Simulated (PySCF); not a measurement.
A species of formula C3H9Bi has this rotational fingerprint, computed with PySCF 2.14.0, PBE0-D3(BJ)/def2-SVP geometry optimisation, gas phase, def2 core potentials past Kr:

- Rotational constants: A = 3255, B = 3244, C = 2802 MHz
- Dipole components: |μa| = 0.00 D, |μb| = 0.00 D, |μc| = 0.21 D
- Inertial defect: -130.67 u·Å²
- κ: 0.95

Question: Which candidate fits, each taken in the one conformer that was computed?
A. `[H][Bi]([H])[CH](C)C` (BiH2(iPr))
B. BiMe3 (`[CH3][Bi]([CH3])[CH3]`)

Answer: B. It is [CH3][Bi]([CH3])[CH3]. The candidates at the same level (rigid rotor, commonest isotopes):

```json
{"SMILES": "[H][Bi]([H])[CH](C)C", "A (MHz)": "7281", "B (MHz)": "1774", "C (MHz)": "1523", "μa (D)": "0.73", "μb (D)": "0.03", "μc (D)": "0.67", "Δ (u·Å²)": "-22.39", "point group": "near Cs", "rotor": "near-prolate asymmetric top"}
{"SMILES": "[CH3][Bi]([CH3])[CH3]", "A (MHz)": "3255", "B (MHz)": "3244", "C (MHz)": "2802", "μa (D)": "0.00", "μb (D)": "0.00", "μc (D)": "0.21", "Δ (u·Å²)": "-130.67", "point group": "near C3v", "rotor": "–"}
```

`[H][Bi]([H])[CH](C)C` has A 124 % too high. No structure here is proved a minimum.
